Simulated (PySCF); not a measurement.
Vertical excitations of a molecule H6O3Si2 from TDA-PBE/def2-SVPD run with PySCF, as energy in eV (oscillator strength): 5.46 (0.013), 5.94 (0.004), 6.02 (0.008), 6.19 (0.014), 6.25 (0.007), 6.71 (0.010), 6.85 (0.022), 6.95 (0.045), 7.04 (0.027), 7.15 (0.003). Lowest triplet (TDA): 4.96 eV. Coordinates come from a ωB97X-D3(BJ)/def2-SVP optimisation. One conformer was computed; it need not be the lowest.

### Question
Identify the compound among the candidates.
A) O[SiH2]O[SiH2]O
B) O[SiH2][SiH](O)O
C) O[Si](O)(O)[SiH3]
D) O[SiH](O)O[SiH3]

### Answer
B, O[SiH2][SiH](O)O
